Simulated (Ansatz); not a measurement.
```xyz
13

F    -0.468    1.896   -1.026
C    -0.570    0.603   -0.619
F    -1.589    0.063   -1.344
C     0.731   -0.159   -0.816
C     0.852   -0.923    0.494
O     0.301   -0.047    1.461
C    -0.861    0.495    0.882
H     0.692   -0.783   -1.708
H     1.542    0.564   -0.913
H     0.282   -1.863    0.458
H     1.878   -1.146    0.783
H    -1.725   -0.168    1.021
H    -1.067    1.468    1.328
```

Charge 0, multiplicity 1.

(1) List the B3LYP/def2-TZVPP orbital energies in eV (the Gaussian-basis code of Ansatz). (Estimate.)

## Answers

(1) Ansatz gave: Occupied: -671.95, -671.94, -521.04, -281.39, -278.53, -278.49, -277.35, -34.37, -32.72, -29.09, -21.88, -20.74, -17.46, -17.19, -15.43, -15.05, -14.06, -13.31, -13.06, -12.70, -12.14, -11.31, -11.23, -10.68, -10.47, -10.04, -8.91, -7.66. Lowest empty: 0.90, 1.43, 1.79, 2.01, 2.23, 2.71, 2.82, 3.28.

B3LYP here is the variant with VWN-RPA as its local correlation; programs differ in this.
